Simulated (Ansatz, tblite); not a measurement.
Cost and result up the ladder for the cluster Li7⁻ (the lowest singlet isomer of a short search) (7 atoms). The state is a singlet with charge -1. Geometry: PBE/def2-TZVPD.

```tsv
atom	x (Å)	y (Å)	z (Å)
Li1	-0.945	-0.354	-2.253
Li2	0.542	-1.113	2.136
Li3	0.065	2.156	-1.202
Li4	0.983	1.687	1.511
Li5	-0.646	-2.375	-0.192
Li6	-1.580	0.382	0.601
Li7	1.580	-0.383	-0.601
```

Ansatz on 4 threads of Arm Neoverse V2 on a shared host; xTB runs through tblite on one thread. Times are rough, summed over both states, and most runs start from the orbitals of an earlier one. No level here is sound enough to serve as a yardstick. The other state is a doublet.

The xTB rows come from tblite. The structure comes from a short search, and lower isomers may exist.

Run but left out: HF/def2-TZVPPD, MP2/def2-TZVPPD, CCSD/def2-TZVPPD, CCSD(T)/def2-TZVPPD (flagged by the program: large difference).

Raw xTB energies of ions are shifted by several eV.

```tsv
level	functions	wall time	vertical IE (eV)	remarks
GFN1-xTB	28	0.005 s	8.89	–
GFN2-xTB	28	0.006 s	3.78	–
PBE/def2-TZVPD	119	2.7 s	1.07	HOMO above zero (-1 singlet), restricted SCF unstable in HF (-1 singlet)
PBE0/def2-TZVPD	119	6 s	1.01	restricted SCF unstable in HF (-1 singlet)
r2SCAN/def2-TZVPD (with forces)	119	12 s	0.98	HOMO above zero (-1 singlet), restricted SCF unstable in HF (-1 singlet)
```
